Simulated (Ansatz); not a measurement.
`CN[SiH2]N`. Total charge 0; spin multiplicity 1.

Z-matrix (Å, degrees):
```
C
N 1 1.444
H 1 1.095 2 111.3
H 1 1.093 2 109.3 3 -118.3
H 1 1.098 2 113.5 3 121.9
Si 2 1.710 1 125.5 3 142.8
H 2 1.008 1 114.0 3 -57.0
N 6 1.711 2 108.2 1 -154.0
H 6 1.494 2 103.6 1 -28.6
H 6 1.495 2 117.4 1 89.6
H 8 1.006 6 121.8 2 61.0
H 8 1.006 6 120.4 2 -147.6
```

Task: What are the harmonic wavenumbers in cm⁻¹ at PBE0-D4/def2-TZVP (Ansatz, finite differences of forces, unscaled)? (Estimate.)

Result: Computed: 87, 148, 199, 260, 341, 391, 477, 608, 715, 780, 844, 881, 955, 989, 1101, 1147, 1165, 1412, 1457, 1487, 1519, 1576, 2165, 2182, 3007, 3062, 3110, 3614, 3620, 3713.

Task: Is this a minimum?

Result: Yes, all 30 modes are real.

Task: Give the ideal-gas thermochemistry at 298.15 K and 1 bar (rigid rotor, harmonic oscillator; point group C1, symmetry number 1).

Result: Zero-point energy 257.3 kJ/mol; H(298) − E = 277.7 kJ/mol; entropy 330.6 J/(mol·K), of which translation 162.9, rotation 105.5, vibration 62.2; G(298) − E = 179.2 kJ/mol. Modes under 100 cm⁻¹ are hindered rotations or soft bends, so the harmonic entropy is rough.

Task: Rotational constants (cm⁻¹)?

Result: 0.5697, 0.1007, 0.09218.
